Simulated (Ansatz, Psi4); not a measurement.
Here is a job for Psi4.
```
memory 2 GB

molecule mol {
0 1
O    -0.000000   -0.000000   -1.666869
C    -0.000000   -0.000000   -0.512825
S     0.000000    0.000000    1.025744
}

set {
  basis cc-pvdz
  reference rhf
  freeze_core true
  mp2_type conv
  scf_type pk
  puream true
  d_convergence 1e-8
}

energy('mp2')
print_variables()
```

Task: Write the same job for Ansatz (an electronic-structure program).

Result: This is not unique; one that fits is 
Ansatz 0.2 input:
```yaml
crystal:
  periodic: [false, false, false]
  atoms:
    - {symbol: O, position_ang: [-0.00000000, -0.00000000, -1.66686897]}
    - {symbol: C, position_ang: [-0.00000000, -0.00000000, -0.51282480]}
    - {symbol: S, position_ang: [0.00000000, 0.00000000, 1.02574379]}
basis:
  gaussian:
    orbitals: cc-pVDZ
magnetization: {spin_polarized: false}
correlation: {method: mp2, electrons: outside_noble_gas}
accuracy: high
```

Both were run: Psi4 gave -510.724693 Eh and Ansatz -510.724693 Eh, 0.000 mEh apart.
